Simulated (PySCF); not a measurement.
**Cost of excited-state runs on `C[C@H]1CC[Si@](N)(F)C1`, C$_{5}$H$_{12}$FNSi**

Molfile (atoms numbered from 1):
```
C5H12FNSi
     RDKit          3D

 20 20  0  0  0  0  0  0  0  0999 V2000
    2.4447   -0.6545   -0.0563 C   0  0  0  0  0  0  0  0  0  0  0  0
    1.0871   -0.1853    0.4520 C   0  0  1  0  0  0  0  0  0  0  0  0
    0.6946    1.1732   -0.1395 C   0  0  0  0  0  0  0  0  0  0  0  0
   -0.7312    1.5116    0.3110 C   0  0  0  0  0  0  0  0  0  0  0  0
   -1.6304   -0.1667    0.2741 Si  0  0  2  0  0  4  0  0  0  0  0  0
   -2.8286   -0.5577   -0.8923 N   0  0  0  0  0  0  0  0  0  0  0  0
   -2.4181   -0.4018    1.6740 F   0  0  0  0  0  0  0  0  0  0  0  0
   -0.0352   -1.1793    0.1198 C   0  0  0  0  0  0  0  0  0  0  0  0
    2.7051   -1.6168    0.3789 H   0  0  0  0  0  0  0  0  0  0  0  0
    3.2213    0.0623    0.2038 H   0  0  0  0  0  0  0  0  0  0  0  0
    2.4284   -0.7613   -1.1395 H   0  0  0  0  0  0  0  0  0  0  0  0
    1.1379   -0.0756    1.5412 H   0  0  0  0  0  0  0  0  0  0  0  0
    1.4048    1.9453    0.1621 H   0  0  0  0  0  0  0  0  0  0  0  0
    0.7214    1.1004   -1.2297 H   0  0  0  0  0  0  0  0  0  0  0  0
   -1.1611    2.2840   -0.3245 H   0  0  0  0  0  0  0  0  0  0  0  0
   -0.7072    1.9146    1.3240 H   0  0  0  0  0  0  0  0  0  0  0  0
   -3.7911   -0.3690   -0.6685 H   0  0  0  0  0  0  0  0  0  0  0  0
   -2.6541   -0.4195   -1.8723 H   0  0  0  0  0  0  0  0  0  0  0  0
    0.0089   -2.0453    0.7763 H   0  0  0  0  0  0  0  0  0  0  0  0
    0.0979   -1.5479   -0.8977 H   0  0  0  0  0  0  0  0  0  0  0  0
  1  2  1  0
  2  3  1  0
  3  4  1  0
  4  5  1  0
  5  6  1  0
  5  7  1  1
  5  8  1  0
  8  2  1  0
  1  9  1  0
  1 10  1  0
  1 11  1  0
  2 12  1  1
  3 13  1  0
  3 14  1  0
  4 15  1  0
  4 16  1  0
  6 17  1  0
  6 18  1  0
  8 19  1  0
  8 20  1  0
M  END
```

PySCF with density fitting, on 1 thread of an Arm Neoverse V1, shared host. Command: `OMP_NUM_THREADS=1 python excited_run.py task.json out`

Q: How long does this run take, and how much memory?
- circular dichroism and optical rotation, B3LYP/def2-SVPD; 12 states

A: 
```csv
run,level,basis functions,wall time,peak memory (GiB)
circular dichroism and optical rotation,B3LYP/def2-SVPD,263,120 s,1.1
```
Times from a shared host are rough.
